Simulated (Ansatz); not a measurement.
A run for Ansatz (a first-principles code): R-wB97X-V/def2-TZVPP on BHI2O (SMILES OB(I)I), a point of a torsion scan. Elements past Kr take the def2 small-core potentials; no spin–orbit coupling.

Ansatz 0.2 input:
```yaml
crystal:
  periodic: [false, false, false]
  atoms:
    - {symbol: O, position_ang: [-0.73142221, -0.77851601, -0.30623382]}
    - {symbol: B, position_ang: [0.25510460, 0.05994273, -0.07803054]}
    - {symbol: I, position_ang: [1.89293443, -0.03087397, -1.41295487]}
    - {symbol: I, position_ang: [0.23317134, 1.44782660, 1.54256511]}
    - {symbol: H, position_ang: [-1.52655554, -0.83427418, 0.22642618]}
basis:
  gaussian:
    orbitals: def2-TZVPP
hamiltonian:
  xc: {name: wB97X-V}
scf: {lower_state_search: off}
```

The head of its log:

```
WARN ansatz: RAYON_NUM_THREADS=1 ignored (pool sized by the plan → 1); use --threads N
Functional definition: wB97X-V
these checks for a lower state are left out or cut short: stability, starts, cluster_reference, orbital_swaps, neighbouring_geometries, increment
integrals: 0.13 GiB planned
1157 factors; their error is unknown
integrals: 0.17 GiB planned
238 factors; integrals over basis functions are off by at most 3.9e-5 eV
mean field: 1.10 GiB planned
mean field evaluation 1: about -18940.5228 eV, gradient 4.4e1 eV
mean field evaluation 2: about -18939.7482 eV, gradient 5.1e1 eV
```

Give the final energy of this run.

-696.1854 hartree.
